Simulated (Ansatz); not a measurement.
`[OH][AlH][I]` + CH₃SH → `C[S][AlH][OH]` + HI at 700 K and 1 bar (ligand exchange at the Al–I bond).

Computed with Ansatz on PBE0-D4/def2-TZVP structures; ΔE is electronic, products minus reactants. CCSD(T)/CBS is the MP2 limit (def2-TZVPP, def2-QZVPP) plus CCSD(T) − MP2 in def2-TZVPP, frozen cores. This one scheme is used for every species. Elements past krypton have def2 core potentials. For I outer-core shells are correlated without core-valence functions, which leaves a few kJ/mol of doubt a bond. Each species was taken in one conformer, which may not be the lowest.

```tsv
species	CCSD(T)/CBS energy (Eh)	H − E (kJ/mol)	S (J/(mol·K))
`[OH][AlH][I]`	-615.94705	104.2	377.1
CH₃SH	-438.22835	160.2	309.0
`C[S][AlH][OH]`	-756.12026	228.9	447.4
HI	-298.03592	34.6	231.7
```

H − E and S are ideal-gas, rigid-rotor, harmonic terms from PBE0-D4/def2-TZVP, for one conformer and one mirror image of each species. 1 Eh = 2625.50 kJ/mol, R = 8.31446 J/(mol·K).

**Question.** By hand: ΔE, ΔH, ΔS and ΔG.

**Answer.** ΔE = (-756.12026) + (-298.03592) − (-615.94705) − (-438.22835) = 0.01922 Eh = 50.5 kJ/mol. Δ(H − E) = 228.9 + 34.6 − 104.2 − 160.2 = -0.9, so ΔH = 49.6 kJ/mol. ΔS = 447.4 + 231.7 − 377.1 − 309.0 = -7.0 J/(mol·K). ΔG = 49.6 − 700 × (-7.0)/1000 = 54.5 kJ/mol.

**Question.** By hand: the equilibrium constant, and the temperature at which ΔG would vanish if ΔH and ΔS stayed fixed.

**Answer.** log₁₀ K = −ΔG/(RT ln 10) = -4.1. ΔH and −TΔS have one sign here, so there is no such temperature.

The number of gas molecules stays the same, so ΔS is small and ΔH decides. A doubt of 5 kJ/mol in ΔE shifts log₁₀ K by 0.4 here. Other conformers and mirror images would add mixing entropy, several J/(mol·K) or more a flexible species. These are equilibria of isolated gas molecules and say nothing of rates. Largest T1 diagnostic: 0.012 (customary marks: 0.02 for closed shells, 0.045 for open ones).

ΔS is within the doubt of such terms, so its sign, and with it that verdict, could turn.
